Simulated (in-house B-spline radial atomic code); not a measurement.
## How G0W0 and RPA depend on the start: the ruthenium ion Ru³⁺

Configuration [Kr] 4d5, highest spin. Computed with a B-spline radial code for spherical atoms: all electrons, scalar-relativistic (spin-free one-electron X2C), finite nucleus, each spin shell either full or empty, empty states to l = 9 with an (l + 1/2)⁻⁴ tail; G0W0 by contour deformation at full frequency.

```json
{"start": "Hartree-Fock", "mean-field 4d up (eV)": "-46.16", "G0W0 (eV)": "-46.52", "QP weight": "0.967", "RPA correlation (Eh)": "-2.8607"}
{"start": "LDA VWN5", "mean-field 4d up (eV)": "-38.96", "G0W0 (eV)": "-46.11", "QP weight": "0.911", "RPA correlation (Eh)": "-3.1109"}
{"start": "PBE", "mean-field 4d up (eV)": "-38.90", "G0W0 (eV)": "-46.05", "QP weight": "0.913", "RPA correlation (Eh)": "-3.106"}
{"start": "PBE0", "mean-field 4d up (eV)": "-40.94", "G0W0 (eV)": "-46.20", "QP weight": "0.944", "RPA correlation (Eh)": "-3.0376"}
{"start": "r2SCAN", "mean-field 4d up (eV)": "-39.36", "G0W0 (eV)": "-46.06", "QP weight": "0.932", "RPA correlation (Eh)": "-3.0606"}
{"start": "HSE06", "mean-field 4d up (eV)": "-40.50", "G0W0 (eV)": "?", "QP weight": "?", "RPA correlation (Eh)": "?"}
{"start": "B3LYP (VWN-RPA)", "mean-field 4d up (eV)": "-40.37", "G0W0 (eV)": "-46.22", "QP weight": "0.940", "RPA correlation (Eh)": "-3.0528"}
{"start": "SCAN", "mean-field 4d up (eV)": "-39.29", "G0W0 (eV)": "-46.02", "QP weight": "0.932", "RPA correlation (Eh)": "-3.0585"}
{"start": "TPSS", "mean-field 4d up (eV)": "-38.86", "G0W0 (eV)": "-46.04", "QP weight": "0.920", "RPA correlation (Eh)": "-3.0922"}
{"start": "BHandHLYP", "mean-field 4d up (eV)": "-42.64", "G0W0 (eV)": "-46.33", "QP weight": "0.954", "RPA correlation (Eh)": "-2.9758"}
{"start": "CAM-B3LYP", "mean-field 4d up (eV)": "-42.21", "G0W0 (eV)": "-46.36", "QP weight": "0.952", "RPA correlation (Eh)": "-3.024"}
{"start": "LC-wPBE", "mean-field 4d up (eV)": "-43.74", "G0W0 (eV)": "-46.38", "QP weight": "0.958", "RPA correlation (Eh)": "-3.023"}
{"start": "wB97X", "mean-field 4d up (eV)": "-43.12", "G0W0 (eV)": "-46.27", "QP weight": "0.957", "RPA correlation (Eh)": "-3.0098"}
{"start": "PBEsol", "mean-field 4d up (eV)": "-38.86", "G0W0 (eV)": "?", "QP weight": "?", "RPA correlation (Eh)": "?"}
{"start": "BLYP", "mean-field 4d up (eV)": "-38.56", "G0W0 (eV)": "-46.06", "QP weight": "0.901", "RPA correlation (Eh)": "-3.108"}
{"start": "r2SCAN0", "mean-field 4d up (eV)": "-41.28", "G0W0 (eV)": "-46.19", "QP weight": "0.949", "RPA correlation (Eh)": "-3.0077"}
{"start": "LDA exchange-only", "mean-field 4d up (eV)": "-37.76", "G0W0 (eV)": "-46.10", "QP weight": "0.743", "RPA correlation (Eh)": "-3.1103"}
```

Problem. What G0W0 level, weight and RPA correlation energy follow from the PBEsol start?

Solution. G0W0 level -46.07 eV, weight 0.914, RPA correlation -3.1076 hartree.

Problem. What G0W0 level, weight and RPA correlation energy follow from the HSE06 start?

Solution. G0W0 level -46.19 eV, weight 0.941, RPA correlation -3.0432 hartree.

Problem. How much of the dependence on the start does G0W0 remove?

Solution. The mean-field levels span 8.4 eV and the G0W0 levels 0.5 eV. Against 45 ± 1.7 eV (NIST, tabulated theory) the G0W0 removal energies are off by +1.02 to +1.52 eV, with spin-orbit coupling, Breit and QED terms left out.
